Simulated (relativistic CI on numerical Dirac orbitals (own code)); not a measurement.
# Charge states of iridium

Calculated at this level of theory: Dirac-Coulomb-Breit CI, orbitals from a KLI potential per configuration, a model potential for QED, valence Slater integrals scaled by 0.9 (own radial code, finite nucleus).

Each species is treated in one configuration, given outside its closed core. Radial values are for the open shell of highest l, unscaled and averaged over j; ζ includes the Breit term. Labels give the leading LS character, summed over repeated terms.

```tsv
Ion	Configuration	Its lowest level	LS weight (%)	F² (cm⁻¹)	F⁴ (cm⁻¹)	⟨r⟩ (bohr)	⟨r²⟩ (bohr²)	Next level	E (cm⁻¹)
Ir48+	3d¹⁰4s	²S1/2	100			0.3686	0.153		
Ir49+	3d¹⁰	¹S0	100						
Ir50+	3d⁹	²D5/2	100			0.1663	0.03214	²D3/2	652590
Ir51+	3d⁸	³F4	86	617300	398300	0.1651	0.03164	J = 2 (mixed)	74502
Ir52+	3d⁷	⁴F9/2	57	622600	401900	0.1639	0.03115	J = 3/2 (mixed)	106960
Ir53+	3d⁶	?	?	?	?	?	?	?	?
Ir54+	3d⁵	J = 5/2 (mixed)	26	633000	409000	0.1615	0.03021	J = 5/2 (mixed)	588810
Ir55+	3d⁴	³P0	61	638200	412600	0.1604	0.02976	⁵D1	636460
Ir56+	3d³	J = 3/2 (mixed)	42	643400	416100	0.1592	0.02932	⁴F5/2	650700
Ir57+	3d²	³F2	72	648500	419600	0.1581	0.02889	³P0	189640
Ir58+	3d	²D3/2	100			0.157	0.02848	²D5/2	752470
Ir59+	3s²3p⁶	¹S0	100						
Ir60+	3s²3p⁵	²P°3/2	100			0.1744	0.03529	²P°1/2	3.4146e+06
Ir61+	3s²3p⁴	³P2	68	560900		0.1736	0.03496	¹S0	162860
Ir62+	3s²3p³	J = 3/2 (mixed)	49	563300		0.1728	0.03463	⁴S°3/2	3.3688e+06
Ir63+	3s²3p²	³P0	69	565700		0.172	0.03431	³P1	3.4234e+06
Ir64+	3s²3p	²P°1/2	100			0.1712	0.03399	²P°3/2	3.5652e+06
Ir65+	3s²	¹S0	100						
Ir66+	3s	²S1/2	100			0.173	0.03425		
Ir67+	2s²2p⁶	¹S0	100						
Ir68+	2s²2p⁵	²P°3/2	100			0.06402	0.005015	²P°1/2	1.3478e+07
Ir69+	2s²2p⁴	³P2	68	1.469e+06		0.06364	0.004953	¹S0	494370
Ir70+	2s²2p³	J = 3/2 (mixed)	49	1.478e+06		0.06326	0.004892	⁴S°3/2	1.3518e+07
Ir71+	2s²2p²	³P0	68	1.488e+06		0.06289	0.004833	³P1	1.3726e+07
```

Fill in the row of Ir53+.

Its lowest level J = 4 (mixed); LS weight (%) 42; F² (cm⁻¹) 627800; F⁴ (cm⁻¹) 405500; ⟨r⟩ (bohr) 0.1627; ⟨r²⟩ (bohr²) 0.03068; Next level J = 2 (mixed); E (cm⁻¹) 67503.
